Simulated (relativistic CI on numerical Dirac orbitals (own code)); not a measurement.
**N III: what numerical and physical settings do to a radial Dirac CI calculation**

Reference input:

```
atom N  Z=7  charge=2  electrons=5
nucleus A=14  rms_radius_fm=2.5582
hamiltonian dirac-coulomb  breit=on  qed=on  c_scale=1
orbitals kli  potential=per-configuration
slater_scale 1
correlation none
mixing on
grid step=0.0125 r_max=24.9
scf mixing=0.4 start=green max_iterations=150 tolerance=2e-08 node_fill=0.05
configurations
  [He] 2s2 2p
  [He] 2s 2p2
  [He] 2p3
end
```

Computed lowest total energy -52.88676 Ha, first excitation 168.7 cm⁻¹, 28 SCF steps. Runs with settings changed; * marks those that are bad on purpose:

```csv
Changed,Outcome,Lowest level,ΔE (Ha),First excitation (cm⁻¹),SCF steps,Message
"start potential previous, QED terms off, Slater scale 1.2",converged,2s2 2p 2P°_1/2,-0.0217,165.5,24,
QED terms off,converged,2s2 2p 2P°_1/2,-0.00297,168.1,28,
"SCF tolerance 1e-10, nuclear radius 3.3257 fm",converged,2s2 2p 2P°_1/2,3.25e-06,168.7,32,
iteration limit 20,converged,2s2 2p 2P°_1/2,0,168.7,28,
configuration list: no such shell *,refused,,,,0,configuration [He] 2d3: l must be smaller than n
SCF tolerance 0.3 *,converged,2s2 2p 2P°_1/2,0.00131,162.7,9,
```

With so few configurations and no correlation, terms lie too far apart (by 10 to 50 % near neutrality), their order can be wrong, and levels of other configurations are missing.
